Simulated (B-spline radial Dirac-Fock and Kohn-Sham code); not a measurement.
# Two-hole binding energies of Lu³⁵⁺

System: lutetium as Lu³⁵⁺ in the configuration [Ar] 3d10 4s2 4p6.

The run's input, task.json:

```json
{"items": [{
  "Z": 71,
  "q": 35,
  "cfg": [[1, 0, 2], [2, 0, 2], [2, 1, 6], [3, 0, 2], [3, 1, 6], [3, 2, 10], [4, 0, 2], [4, 1, 6]],
  "A": 175,
  "rrms": 5.37,
  "do": ["binding", "quiet", "double"]
}]}
```

Launch: `python xray_run.py task.json out`

Method: multi-electron Dirac-Fock with separately optimised hole states, Breit and Lamb-shift corrections added in first order. Computed with a radial finite-basis atomic code. U is the two-hole binding energy less the two single-hole energies, the effective repulsion of the holes after relaxation. Each two-hole energy is an average over J within one jj subconfiguration.

```
          holes  E(a) (eV)  E(b) (eV)  E(ab) (eV)  U (eV)
   1s⁻¹ 3p3/2⁻¹    64811.3     3475.5     68434.8   148.0
   1s⁻¹ 3d5/2⁻¹    64811.3     3044.3     67996.7   141.1
   2s⁻¹ 2p3/2⁻¹    12380.4    10748.4     23366.4   237.6
   2s⁻¹ 3p1/2⁻¹    12380.4     3721.7     16238.1   136.0
   2p1/2⁻¹ 3s⁻¹    11854.2     3949.6     15935.8   132.0
   2s⁻¹ 3d5/2⁻¹    12380.4     3044.3     15562.9   138.3
2p1/2⁻¹ 3p3/2⁻¹    11854.2     3475.5     15463.4   133.7
2p1/2⁻¹ 3d5/2⁻¹    11854.2     3044.3     15039.9   141.5
   2p3/2⁻¹ 3s⁻¹    10748.4     3949.6     14828.3   130.3
2p3/2⁻¹ 3p1/2⁻¹    10748.4     3721.7     14608.8   138.6
2p3/2⁻¹ 3d3/2⁻¹    10748.4     3097.1     13989.0   143.5
        3p1/2⁻²     3721.7     3721.7           ?       ?
        3d3/2⁻²     3097.1     3097.1      6308.9   114.8
        3d5/2⁻²     3044.3     3044.3      6201.7   113.2
```

Problem. Give the missing two-hole energy and U.

Solution. E(ab) = 7555.1 eV and U = 111.6 eV.
